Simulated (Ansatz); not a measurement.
System: sum formula Si2H5F, net charge 0, singlet state. 
Structure (B3LYP-D3(BJ)/def2-TZVP (Ansatz, a quantum-chemistry and plane-wave program) minimum search):
```
Si
F 1 1.6136
H 1 1.4817 2 107.62
H 1 1.4817 3 108.93 2 -116.40
Si 1 2.3467 3 111.48 4 -123.43
H 5 1.4821 1 110.61 3 -179.60
H 5 1.4821 6 109.25 1 -121.98
H 5 1.4841 6 108.99 7 -119.00
```
Charge 0, spin multiplicity 1.

Basis-set convergence of Hartree-Fock and CCSD(T) correlation energies (hartree) with Ansatz. Cores are frozen in the correlated levels unless marked. Spin-orbit coupling is left out. No relativistic terms.

```json
[
 {"basis": "aug-cc-pV(D+d)Z", "functions": "132", "E(HF)": "-680.28786", "E(corr, CCSD(T))": "-0.47691"},
 {"basis": "aug-cc-pV(T+d)Z", "functions": "271", "E(HF)": "-680.34268", "E(corr, CCSD(T))": "-0.57574"},
 {"basis": "aug-cc-pV(Q+d)Z", "functions": "488", "E(HF)": "-680.35719", "E(corr, CCSD(T))": "-0.60862"}
]
```

Extrapolating the two largest sets (X = 3 and 4) as X^-3: E(corr) = (64·(-0.60862) - 27·(-0.57574))/37 = -0.6326 Eh, an estimate of the basis-set limit. The largest set recovers 96.2 % of it, the smallest 75.4 %.
